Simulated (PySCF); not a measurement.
A PySCF script (with the pyscf-properties extension) for the NMR shieldings of SMILES FC[C@@H]1O[C@H](CF)C=C[SiH2]1, C₆H₁₀F₂OSi, on a GFN2-xTB geometry:

```python
import basis_set_exchange as bse
import numpy as np
from pyscf import gto, dft
from pyscf.prop import nmr

atoms = """
F    -3.534142   -0.325467    0.394731
C    -2.378751   -1.048702    0.227809
C    -1.251461   -0.126674   -0.209395
O    -0.044458   -0.877518   -0.048215
C     1.079704   -0.295886   -0.661026
C     2.212741   -1.314447   -0.479823
F     3.290919   -0.969736   -1.250078
C     1.495701    1.045838   -0.116938
C     0.704292    1.860105    0.569339
Si   -1.099992    1.442124    0.883696
H    -2.133531   -1.500543    1.192972
H    -2.593201   -1.832990   -0.504786
H    -1.378722    0.120458   -1.274133
H     0.898779   -0.180262   -1.748229
H     1.881115   -2.306779   -0.796788
H     2.544337   -1.342620    0.561694
H     2.524658    1.296250   -0.344241
H     1.111330    2.796305    0.925643
H    -1.340379    1.079530    2.281117
H    -1.994087    2.491691    0.393614
"""
names = dict.fromkeys(["F", "C", "O", "Si", "H"], "pcSseg-1")
basis = {el: gto.basis.parse(bse.get_basis(n, elements=[el], fmt="nwchem")) for el, n in names.items()}
mol = gto.M(atom=atoms, basis=basis, charge=0, verbose=0)
mf = dft.RKS(mol, xc="PBE0")
mf.grids.level = 2
mf.grids.alignment = dft.numint.BLKSIZE   # the property module wants whole blocks of grid points
mf.conv_tol = 1e-9
mf.kernel()

calc = nmr.RKS(mf)   # GIAO
C = mf.mo_coeff
Co = C[:, mf.mo_occ > 0]
resp = mf.gen_response(singlet=True, hermi=2)
def vind(x):   # induced exchange potential for any number of trial vectors
    d = np.einsum("pi,xij,qj->xpq", C, 2 * x.reshape(-1, C.shape[1], Co.shape[1]), Co, optimize=True)
    return np.einsum("xpq,pi,qj->xij", resp(d - d.transpose(0, 2, 1)), C, Co, optimize=True).ravel()
mo1, _ = nmr.rhf.solve_mo1(calc, with_cphf=vind)
sigma = calc.kernel(mo1)
for i, s in enumerate(sigma):   # ppm
    print("%2d %-2s %9.2f" % (i, mol.atom_pure_symbol(i), np.trace(s) / 3))
```

**Question.** What does it print?

**Answer.** 
```
 0 F     434.96
 1 C      99.99
 2 C     113.98
 3 O     294.35
 4 C     106.90
 5 C      99.16
 6 F     433.26
 7 C      28.40
 8 C      62.22
 9 Si    414.77
10 H      27.00
11 H      26.42
12 H      27.61
13 H      27.44
14 H      26.91
15 H      27.30
16 H      24.39
17 H      25.37
18 H      27.36
19 H      27.47
```

These numbers come from an equivalent density-fitted implementation of the same equations, which agrees with the script to about 0.01 ppm for H and up to a few tenths of a ppm for heavy atoms, so last digits may differ.

**Question.** Turn these shieldings into chemical shifts. Chemical shifts δ = σref − σ; $^{19}$F (σref 170.95) against CFCl3; TMS for $^{13}$C (σref 186.93), $^{29}$Si (σref 349.16), $^{1}$H (σref 31.72); H2O for $^{17}$O (σref 336.08), all at this level.

**Answer.** Averaging equivalent atoms: F 6: -262.3; F 0: -264.0; C 7: 158.5; C 8: 124.7; C 5: 87.8; C 1: 86.9; C 4: 80.0; C 2: 72.9; O 3: 41.7; Si 9: -65.6; H 16: 7.33; H 17: 6.35; H 11: 5.30; H 14: 4.81; H 10: 4.71; H 15: 4.42; H 18: 4.35; H 13: 4.27; H 19: 4.25; H 12: 4.11 ppm. Unscaled 19F shifts against computed CFCl3 carry errors that often reach 10 to 50 ppm. Experimental scales use liquid or dissolved standards, which lie at an offset from isolated H2O (liquid H2O: subtract about 36 ppm).

Size and cost of the density-fitted run: 227 basis functions, 25 s wall time on 1 thread of an AMD EPYC 9R45 96-Core, shared host; peak memory 0.97 GiB.
